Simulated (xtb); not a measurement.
xtb input:

```bash
xtb mol.xyz --gfnff --opt tight --chrg 0 --uhf 0
```
mol.xyz:
```
16

C      1.47908072     0.85317005    -0.11463435
C      0.40518717     1.63386135    -0.30828621
Si    -1.36645148     1.02998598    -0.28975356
C     -1.37455358    -0.85158361    -0.30906037
C     -0.36524230    -1.44476024     0.69955445
Si     1.40803019    -0.97510654     0.28042129
H      2.46500795     1.31492567    -0.17514160
H      0.57161767     2.69309425    -0.50642359
H     -2.08501298     1.58099860    -1.46662152
H     -2.05262827     1.53722347     0.92811207
H     -2.38712185    -1.21143484    -0.10482586
H     -1.13416785    -1.18371212    -1.32416064
H     -0.58424988    -1.08441486     1.70985642
H     -0.45088482    -2.53442939     0.74181138
H      2.32201697    -1.26817877     1.41342640
H      1.88648906    -1.75650941    -0.89082242
```

Task: What final total energy does it print?

Result: -2.23473 Eh (GFN-FF).
